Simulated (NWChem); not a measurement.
System: SnP2H6; SMILES [PH2][SnH2][PH2]

```xyz
9

Sn     0.0000     0.0000    -0.5985
P     -2.1621     0.0099     0.7578
P      2.1621    -0.0099     0.7578
H      0.0064     1.4084    -1.6080
H     -0.0064    -1.4084    -1.6080
H     -1.6773    -1.0307     1.6314
H     -1.6680     1.0464     1.6310
H      1.6773     1.0307     1.6314
H      1.6680    -1.0464     1.6310
```
Atoms are numbered in this order, from 1.

Level: PBE-D3(BJ)/def2-SVP with def2 effective core potentials on Sn (NWChem), optimised geometry, unscaled harmonic frequencies. def2 effective core potentials on Sn; no spin-orbit coupling.

```json
[
 {"frequency (cm⁻¹)": "83", "IR intensity (km/mol)": "2.9"},
 {"frequency (cm⁻¹)": "87", "IR intensity (km/mol)": "0.0"},
 {"frequency (cm⁻¹)": "106", "IR intensity (km/mol)": "9.9"},
 {"frequency (cm⁻¹)": "269", "IR intensity (km/mol)": "19.1"},
 {"frequency (cm⁻¹)": "284", "IR intensity (km/mol)": "1.9"},
 {"frequency (cm⁻¹)": "305", "IR intensity (km/mol)": "13.2"},
 {"frequency (cm⁻¹)": "448", "IR intensity (km/mol)": "0.0"},
 {"frequency (cm⁻¹)": "496", "IR intensity (km/mol)": "87.2"},
 {"frequency (cm⁻¹)": "625", "IR intensity (km/mol)": "9.4"},
 {"frequency (cm⁻¹)": "650", "IR intensity (km/mol)": "60.9"},
 {"frequency (cm⁻¹)": "665", "IR intensity (km/mol)": "0.1"},
 {"frequency (cm⁻¹)": "679", "IR intensity (km/mol)": "79.1"},
 {"frequency (cm⁻¹)": "682", "IR intensity (km/mol)": "0.0"},
 {"frequency (cm⁻¹)": "1047", "IR intensity (km/mol)": "0.0"},
 {"frequency (cm⁻¹)": "1050", "IR intensity (km/mol)": "26.5"},
 {"frequency (cm⁻¹)": "1826", "IR intensity (km/mol)": "138.7"},
 {"frequency (cm⁻¹)": "1843", "IR intensity (km/mol)": "156.5"},
 {"frequency (cm⁻¹)": "2307", "IR intensity (km/mol)": "5.4"},
 {"frequency (cm⁻¹)": "2308", "IR intensity (km/mol)": "57.5"},
 {"frequency (cm⁻¹)": "2325", "IR intensity (km/mol)": "0.0"},
 {"frequency (cm⁻¹)": "2326", "IR intensity (km/mol)": "89.0"}
]
```

```yaml
zero_point_energy: 29.2 kcal/mol
thermal correction to the enthalpy at 298.15 K (with zero-point energy): 34.5 kcal/mol
heat capacity Cv: 24.8 cal/(mol K)
entropy at 298.15 K and 1 atm (symmetry number 2): 86.8 cal/(mol K)
```

Rigid rotor and harmonic oscillator; modes under 100 cm⁻¹ make the entropy uncertain.
